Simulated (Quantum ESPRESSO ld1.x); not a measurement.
Input file for ld1.x (Quantum ESPRESSO 7.5):

```
 &input
    atom='In',
    iswitch=1,
    rel=1,
    lsd=1,
    dft='PZ',
    config='[Ne] 3s2 3p2',
    prefix='ld1',
    max_out_wfc=37,
    file_charge='ld1.rho',
 /
```

It prints:

```
     Program LD1 v.7.5 starts

     --------------------------- All-electron run ----------------------------

     scalar relativistic calculation

     atomic number is 49.00
     dft =PZ   lsd =1 sic =0 latt =0  beta=0.20 tr2=1.0E-14
     Exchange-correlation= PZ
                           (   1   1   0   0   0   0   0)
     mesh =2063 r(mesh) =  99.90100 a.u. xmin = -8.00 dx = 0.00800
     1 Ry =  13.60569312 eV, c = 137.03599908

     n l     nl                  e(Ry)          e(Ha)          e(eV)
     1 0     1S 1( 1.00)     -2186.2583     -1093.1291    -29745.5593
     2 0     2S 1( 1.00)      -447.1588      -223.5794     -6083.9057
     2 1     2P 1( 3.00)      -417.5819      -208.7909     -5681.4911
     3 0     3S 1( 1.00)      -174.8562       -87.4281     -2379.0395
     3 1     3P 1( 2.00)      -165.5522       -82.7761     -2252.4521
     1 0     1S 2( 1.00)     -2185.9157     -1092.9579    -29740.8989
     2 0     2S 2( 1.00)      -446.8388      -223.4194     -6079.5519
     2 1     2P 2( 3.00)      -417.2023      -208.6012     -5676.3268
     3 0     3S 2( 1.00)      -173.7858       -86.8929     -2364.4768
     3 1     3P 2( 0.00)      -164.4745       -82.2373     -2237.7901

     final scf error:  5.4E-15 reached in  14 iterations

     Etot =   -9741.089290 Ry,   -4870.544645 Ha, -132534.271565 eV
     Total magnetization:    2.00 Bohr mag.

     Ekin =   10226.069779 Ry,    5113.034889 Ha,  139132.767264 eV
     Encl =  -21138.310538 Ry,  -10569.155269 Ha, -287601.366325 eV
     Eh   =    1349.380757 Ry,     674.690378 Ha,   18359.260481 eV
     Exc  =    -178.229287 Ry,     -89.114644 Ha,   -2424.932985 eV

     normalization and overlap integrals

     s(1S/1S) =  1.000000  <r> =   0.0297  <r2> =    0.0012  r(max) =   0.0193
     s(1S/2S) = -0.012795
     s(1S/3S) = -0.006077
     s(2S/2S) =  1.000000  <r> =   0.1268  <r2> =    0.0189  r(max) =   0.1078
     s(2S/3S) = -0.003754
     s(2P/2P) =  1.000000  <r> =   0.1104  <r2> =    0.0148  r(max) =   0.0861
     s(2P/3P) = -0.003102
     s(3S/3S) =  1.000000  <r> =   0.3089  <r2> =    0.1085  r(max) =   0.2929
     s(3P/3P) =  1.000000  <r> =   0.2992  <r2> =    0.1032  r(max) =   0.2814
     s(1S/1S) =  1.000000  <r> =   0.0297  <r2> =    0.0012  r(max) =   0.0193
     s(1S/2S) = -0.012799
     s(1S/3S) = -0.006065
     s(2S/2S) =  1.000000  <r> =   0.1268  <r2> =    0.0189  r(max) =   0.1078
     s(2S/3S) = -0.003749
     s(2P/2P) =  1.000000  <r> =   0.1103  <r2> =    0.0148  r(max) =   0.0861
     s(2P/3P) = -0.003099
     s(3S/3S) =  1.000000  <r> =   0.3093  <r2> =    0.1088  r(max) =   0.2929
     s(3P/3P) =  1.000000  <r> =   0.2996  <r2> =    0.1035  r(max) =   0.2814

     ------------------------ End of All-electron run ------------------------
```

Run on one thread of a shared host, so times are rough (Intel(R) Xeon(R) Processor @ 2.60GHz): 0.58 s of CPU time, 1.4 s wall, 14 iterations on 2063 mesh points.
